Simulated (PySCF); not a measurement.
1-bromo-1,2,2-trichloroethene (C₂BrCl₃), SMILES ClC(Cl)=C(Cl)Br.

Geometry optimised at B3LYP-D3(BJ)/def2-SVP.

Computed with M06-2X/def2-TZVP in PySCF.

Isolated molecule, no solvent.

- total energy: -4030.96278 hartree
- point group: Cs
- highest occupied level: -8.47 eV
- lowest empty level: -0.31 eV
- orbital gap: 8.17 eV
- dipole moment: 0.16 D
- quadrupole, principal values (traceless, Buckingham form, about the centre of nuclear charge): -2.54, -0.52, 3.05 D·Å
- mean static polarisability: 80.4 bohr³ (11.91 Å³)
- polarisability, principal values: 47.8, 92.1, 101.3 bohr³
